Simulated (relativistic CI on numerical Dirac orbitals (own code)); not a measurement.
In VIII: computed level list

Calculated at this level of theory: Dirac-Coulomb-Breit CI, KLI orbitals optimised for each configuration, QED by a radiative potential, unscaled Slater integrals (own radial code, finite nucleus).

Configurations in the expansion (outside the closed core [Ar] 3d10): 4s2 4p6 4d6, 4s2 4p6 4d5 5s, 4s2 4p6 4d5 4f, 4s2 4p5 4d7, 4s2 4p6 4d5 5p, 4s 4p6 4d7, 4s2 4p6 4d4 5s 5p, 4s2 4p6 4d5 5d, 4s2 4p6 4d4 4f 5s, 4s2 4p6 4d5 6s, 4s2 4p6 4d5 6p, 4s2 4p6 4d5 5f, 4s2 4p6 4d5 6d, 4s2 4p6 4d5 5g, 4s2 4p6 4d5 7s, 4s2 4p5 4d6 5s, 4s 4p6 4d6 4f, 4s2 4p6 4d5 7p, 4s2 4p6 4d5 6f, 4s 4p6 4d6 5s, 4s2 4p5 4d6 6s, 4s 4p6 4d6 6s, 4s 4p6 4d6 7s, 4p6 4d7 4f, 4s2 4p6 4d4 5s2, 4s2 4p6 4d3 4f 5s2, 4s2 4p6 4d3 5s2 5p, 4s2 4p6 4d3 5s2 5d, 4p6 4d8, 4p5 4d9, 4s 4p6 4d5 5s2, 4s 4p6 4d4 4f 5s2, 4s 4p6 4d4 5s2 5p, 4s 4p6 4d4 5s2 5d. Double excitations out of closed p, d and f shells are left out; levels of such configurations are missing from the list, as are those of other unlisted configurations, and high levels can miss mixing partners. These lack a partner that the ground configuration has and come out too high: 4s2 4p5 4d6 5s, 4s2 4p5 4d6 6s.

The lowest level is 4s2 4p6 4d6 5D_4, with 96 % of that term; Hund's rules for 4s2 4p6 4d6 give 5D with J = 4, in agreement.

```tsv
No.	Configuration	Term	J	E (cm⁻¹)	%	Next component (%)	Lifetime (s)	jj configuration (%)
1	4s2 4p6 4d6	5D	4	0	96	4 3F		4d3/2^3 4d5/2^3 (46)
2	4s2 4p6 4d6	5D	3	3996	98	1 3F	4.62e-01	4d3/2^3 4d5/2^3 (62)
3	4s2 4p6 4d6	5D	2	5676	93	5 3P	3.50e+00	4d3/2^2 4d5/2^4 (51)
4	4s2 4p6 4d6	5D	1	7140	94	5 3P	3.60e+00	4d3/2^3 4d5/2^3 (58)
5	4s2 4p6 4d6	5D	0	7756	94	5 3P	2.79e+01	4d3/2^2 4d5/2^4 (67)
6	4s2 4p6 4d6	3H	4	26589	34	29 3F	5.09e-02	4d5/2^2 (55)
7	4s2 4p6 4d6	3P	2	27210	87	6 5D	1.94e-02	4d5/2^2 (41)
8	4s2 4p6 4d6	3H	6	28263	94	6 1I		4d3/2^3 4d5/2^3 (82)
9	4s2 4p6 4d6	3H	5	28789	71	29 3G	2.42e+00	4d3/2^3 4d5/2^3 (87)
10	4s2 4p6 4d6	3F	3	32396	73	24 3G	3.66e-02	4d3/2^3 4d5/2^3 (68)
11	4s2 4p6 4d6	3H	4	33520	53	44 3F	3.40e-02	4d3/2^2 4d5/2^4 (83)
12	4s2 4p6 4d6	3F	2	33550	91	7 1D	6.96e-02	4d3/2^3 4d5/2^3 (55)
13	4s2 4p6 4d6	3G	5	37720	71	29 3H	9.80e-02	4d3/2^2 4d5/2^4 (87)
14	4s2 4p6 4d6	3P	1	37819	84	10 3D	1.35e-02	4d3/2 4d5/2^5 (60)
15	4s2 4p6 4d6	3P	0	38283	68	27 1S	1.69e-02	4d3/2^3 4d5/2^3 (50)
16	4s2 4p6 4d6	3G	4	40009	75	12 3F	1.06e-01	4d3/2^2 4d5/2^4 (40)
17	4s2 4p6 4d6	3G	3	41165	74	25 3F	6.13e-02	4d3/2^2 4d5/2^4 (71)
18	4s2 4p6 4d6	3D	2	44223	81	9 1D	5.19e-02	4d3/2^2 4d5/2^4 (51)
19	4s2 4p6 4d6	1I	6	45409	94	6 3H	7.23e-02	4d3/2^2 4d5/2^4 (82)
20	4s2 4p6 4d6	3D	1	45764	88	12 3P	3.38e-02	4d3/2^2 4d5/2^4 (64)
21	4s2 4p6 4d6	3D	3	45770	94	2 3F	2.68e-02	4d3/2^3 4d5/2^3 (53)
22	4s2 4p6 4d6	1G	4	50317	80	11 3F	1.86e-02	4d3/2 4d5/2^5 (49)
23	4s2 4p6 4d6	1D	2	55321	78	11 3D	2.04e-02	4d3/2 4d5/2^5 (36)
24	4s2 4p6 4d6	1S	0	56256	57	43 3P	1.24e-02	4d3/2^2 4d5/2^4 (35)
25	4s2 4p6 4d6	1F	3	60218	82	16 3F	6.12e-02	4d3/2^3 4d5/2^3 (83)
26	4s2 4p6 4d6	3P	0	68419	82	17 1S	8.78e-03	4d5/2^2 (31)
27	4s2 4p6 4d6	3P	1	69905	99	1 3D	1.23e-02	4d3/2^3 4d5/2^3 (74)
28	4s2 4p6 4d6	3F	4	73037	92	6 1G	1.34e-02	4d3/2^2 4d5/2^4 (57)
29	4s2 4p6 4d6	3F	2	73371	97	2 3D	1.43e-02	4d3/2^2 4d5/2^4 (70)
30	4s2 4p6 4d6	3F	3	76122	82	14 1F	1.32e-02	4d3/2 4d5/2^5 (56)
31	4s2 4p6 4d6	3P	2	77109	95	3 1D	1.40e-02	4d3/2^2 4d5/2^4 (48)
32	4s2 4p6 4d6	1G	4	83146	92	7 3F	1.24e-02	4d3/2^2 4d5/2^4 (57)
33	4s2 4p6 4d6	1D	2	108747	99		6.70e-03	4d3/2^2 4d5/2^4 (72)
34	4s2 4p6 4d6	1S	0	140503	99	1 3P	3.07e-03	4d3/2^2 4d5/2^4 (76)
35	4s2 4p6 4d5 5s	7S	3	279948	97	3 5P	5.52e-04	4d3/2^2 4d5/2^3 5s (40)
36	4s2 4p6 4d5 5s	5S	2	301211	96	3 3P	2.16e-06	4d3/2^2 4d5/2^3 5s (39)
37	4s2 4p6 4d5 5s	5G	2	321488	89	7 3F	9.23e-06	4d3/2^3 4d5/2^2 5s (34)
38	4s2 4p6 4d5 5s	5G	3	321897	79	6 5D	9.08e-06	4d3/2^3 4d5/2^2 5s (33)
39	4s2 4p6 4d5 5s	5G	4	322779	94	2 3F	9.41e-06	4d3/2^3 4d5/2^2 5s (45)
40	4s2 4p6 4d5 5s	5G	6	322906	97	3 3H	9.04e-06	4d3/2^2 4d5/2^3 5s (46)
41	4s2 4p6 4d5 5s	5G	5	323166	97	1 5F	9.36e-06	4d3/2^2 4d5/2^3 5s (59)
42	4s2 4p6 4d5 5s	5P	3	324588	45	32 5D	8.22e-06	4d5/2 5s (33)
43	4s2 4p6 4d5 5s	5P	2	325636	50	43 5D	8.30e-06	4d3/2^3 4d5/2^2 5s (60)
44	4s2 4p6 4d5 5s	5P	1	327329	58	39 5D	8.45e-06	4d3/2^3 4d5/2^2 5s (55)
45	4s2 4p6 4d5 5s	5D	4	330581	90	3 5F	7.82e-06	4d3/2^2 4d5/2^3 5s (56)
```

Energies count from the lowest computed level; lifetimes are radiative, by E1, M1, E2 decay to levels of this space only; some are left blank where a channel outside the calculation adds to the decay or the decay crosses a small, uncertain gap. Filled j subshells are mostly left out of the jj labels.

The mean weight of the leading LS term, summed over parents, in these 45 levels is 83 %, and that of the leading jj configuration (from the same eigenvectors) 57 %, so LS coupling describes them better.

At this charge configurations can still be misplaced by up to about 7 % of their energy. Terms inside the open d or f shell come out 10 to 20 % too wide with unscaled integrals.

Landé's interval rule says that E(J) − E(J−1) = AJ with one A. For the ground term the intervals give A = -615.7, -732.1, -559.8, -999.1 cm⁻¹ for J = 1, 2, 3, 4; the multiplet is inverted.

LS names give the leading component of a level, which can be under half, so a name can repeat, a term be missing and a line seem to break the LS rules.
